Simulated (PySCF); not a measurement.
1,1-dichlorocyclopropane (C₃H₄Cl₂), SMILES ClC1(Cl)CC1.

Geometry: ωB97X-D3(BJ)/def2-SVP.

Method: HF/def2-TZVP (PySCF).

Task: Estimate the frontier levels, gap, dipole moment and polarisability. (Estimate from the structure and the level; the computed values follow.)

Result: 
highest occupied level: -10.94 eV
lowest empty level: 4.21 eV
orbital gap: 15.15 eV
dipole moment: 2.32 D
quadrupole, principal values (traceless, Buckingham form, about the centre of nuclear charge): -1.25, 0.32, 0.94 D·Å
mean static polarisability: 55.0 bohr³ (8.15 Å³)
polarisability, principal values: 46.8, 57.3, 60.9 bohr³
